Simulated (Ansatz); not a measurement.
Stepwise reaction of `[NH2][Hf]([NH2])([NH2])[F]` with hydrogen chloride, as a gas-phase model of exchange steps in deposition or etching. ΔE in kJ/mol; ΔG adds harmonic PBE0-D4 terms to CCSD(T)/CBS, at 1 bar.

Calculated with Ansatz (gas phase, PBE0-D4/def2-TZVP geometries, no zero-point term in ΔE). CBS: MP2 limit from def2 TZ/QZ plus the TZ coupled-cluster correction, frozen cores. This one scheme is used for every species. Functionals use def2-TZVPP. B3LYP here is the variant with VWN-RPA as its local correlation; programs differ in this. Elements past krypton have def2 core potentials. For Hf outer-core shells are correlated without core-valence functions, which leaves a few kJ/mol of doubt a bond. Each species was taken in one conformer, which may not be the lowest.

```csv
step,reaction,PBE-D4,B3LYP-D4,ωB97M-V,CCSD(T)/CBS,ΔG(400 K)
1,`[NH2][Hf]([NH2])([NH2])[F]` + HCl → `[NH2][Hf]([NH2])([F])[Cl]` + NH₃,-106.9,-107.8,-108.4,-106.2,-101.0
3,`[NH2][Hf]([F])([Cl])[Cl]` + HCl → `[F][Hf]([Cl])([Cl])[Cl]` + NH₃,-85.4,-85.4,-85.6,-86.4,-70.6
```

Question: Give the row of step 2, `[NH2][Hf]([NH2])([F])[Cl]` + HCl → `[NH2][Hf]([F])([Cl])[Cl]` + NH₃. (Best estimate.)

Answer: Computed: 
```
step                                                              reaction  PBE-D4  B3LYP-D4  ωB97M-V  CCSD(T)/CBS  ΔG(400 K)
   2  `[NH2][Hf]([NH2])([F])[Cl]` + HCl → `[NH2][Hf]([F])([Cl])[Cl]` + NH₃   -97.3     -97.9    -98.6        -98.0      -88.5
```

Question: By hand: ΔE of the 3 steps together at CCSD(T)/CBS.

Answer: (-106.2) + (-98.0) + (-86.4) = -290.6 kJ/mol, or -96.9 kJ/mol a step.

In ΔE each step is higher than the one before. All are downhill at CCSD(T)/CBS. ΔG lies between -101.0 and -70.6 kJ/mol a step. PBE-D4 differs from CCSD(T)/CBS by -0.7 to 1.0 kJ/mol a step. Isolated molecules leave out the surface, adducts and barriers. Largest T1 diagnostic: 0.015.
